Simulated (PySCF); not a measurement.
**Electronic absorption of C2H6GeO2**

Species: C₂H₆GeO₂.
InChI=1S/C2H6GeO2/c1-2-5-3-4-1/h1-3H2

Level of theory: TDDFT CAM-B3LYP/def2-SVPD, vertical, gas phase, core orbitals frozen in the response in PySCF. One conformer (not necessarily the lowest) at the PBE0-D3(BJ)/def2-SVP geometry, without solvent, vibrations or thermal averaging. Relativistic effects, spin–orbit coupling among them, are left out although an element past zinc is present.

What does the calculation give for the low-lying excited states?

```json
{"state": "S1", "E (eV)": "6.69", "ν̃ (cm⁻¹)": "53980", "f": "0.0046", "|μ| (D)": "0.43", "symmetry": "A", "main configurations (H = HOMO, L = LUMO)": "H-1→L (90%)"}
{"state": "S2", "E (eV)": "6.75", "ν̃ (cm⁻¹)": "54410", "f": "0.0041", "|μ| (D)": "0.40", "symmetry": "B", "main configurations (H = HOMO, L = LUMO)": "H→L (92%)"}
{"state": "S3", "E (eV)": "7.32", "ν̃ (cm⁻¹)": "59030", "f": "0.0000", "|μ| (D)": "0.03", "symmetry": "–", "main configurations (H = HOMO, L = LUMO)": "H→L+1 (50%), H→L+2 (42%)"}
{"state": "S4", "E (eV)": "7.51", "ν̃ (cm⁻¹)": "60590", "f": "0.019", "|μ| (D)": "0.81", "symmetry": "B", "main configurations (H = HOMO, L = LUMO)": "H-1→L+2 (47%), H-1→L+1 (39%)"}
{"state": "S5", "E (eV)": "7.61", "ν̃ (cm⁻¹)": "61390", "f": "0.0010", "|μ| (D)": "0.18", "symmetry": "–", "main configurations (H = HOMO, L = LUMO)": "H→L+1 (42%), H→L+2 (36%), H→L+4 (13%)"}
{"state": "S6", "E (eV)": "7.73", "ν̃ (cm⁻¹)": "62340", "f": "0.083", "|μ| (D)": "1.69", "symmetry": "B", "main configurations (H = HOMO, L = LUMO)": "H-1→L+1 (55%), H-1→L+2 (36%)"}
{"state": "S7", "E (eV)": "7.96", "ν̃ (cm⁻¹)": "64220", "f": "0.057", "|μ| (D)": "1.37", "symmetry": "B", "main configurations (H = HOMO, L = LUMO)": "H-2→L (92%)"}
{"state": "S8", "E (eV)": "8.08", "ν̃ (cm⁻¹)": "65160", "f": "0.010", "|μ| (D)": "0.58", "symmetry": "A", "main configurations (H = HOMO, L = LUMO)": "H-3→L (90%)"}
{"state": "S9", "E (eV)": "8.33", "ν̃ (cm⁻¹)": "67210", "f": "0.0012", "|μ| (D)": "0.20", "symmetry": "–", "main configurations (H = HOMO, L = LUMO)": "H→L+3 (86%)"}
{"state": "S10", "E (eV)": "8.48", "ν̃ (cm⁻¹)": "68370", "f": "0.019", "|μ| (D)": "0.77", "symmetry": "A", "main configurations (H = HOMO, L = LUMO)": "H-2→L+1 (51%), H-2→L+2 (37%)"}
```

Triplets, Tamm–Dancoff:

| state | E (eV) | λ (nm) | main configurations (H = HOMO, L = LUMO) |
| --- | --- | --- | --- |
| T1 | 6.31 | 196.4 | H-1→L (83%) |
| T2 | 6.41 | 193.3 | H→L (79%) |
| T3 | 7.11 | 174.4 | H-1→L+1 (67%), H-1→L+4 (10%) |
| T4 | 7.13 | 173.8 | H→L+2 (56%), H→L+1 (27%) |

The lowest singlet lies at 6.69 eV (185 nm, vacuum ultraviolet) and is very weak; its leading configuration is HOMO-1→LUMO (90%). The most intense listed level is S6 at 7.73 eV (160 nm, f = 0.083), 1.04 eV above S1. Löwdin shares by element: HOMO oxygen 60%, carbon 23% (atoms not listed hold the other 18%); LUMO germanium 42%, oxygen 26%, hydrogen 13% or more (atoms not listed hold the other 18%). Orbital energies (eV): HOMO-3 -10.80, HOMO-2 -10.38, HOMO-1 -9.49, HOMO -9.26, LUMO 0.77, LUMO+1 1.05, LUMO+2 1.46. The listed states span 1.78 eV, and the widest gap between neighbours is 0.57 eV (S2 to S3). The oscillator strengths of these states sum to 0.199; summed over the whole spectrum of an exact calculation they would give the number of electrons, 66 (Thomas–Reiche–Kuhn). The vertical ionisation energy (ΔSCF) is 10.15 eV, 1.68 eV above S10. Symmetry labels in C2 follow from the direction of the transition dipole and are given only for states with f of 0.002 or more. The window holds the lowest 10 singlets.
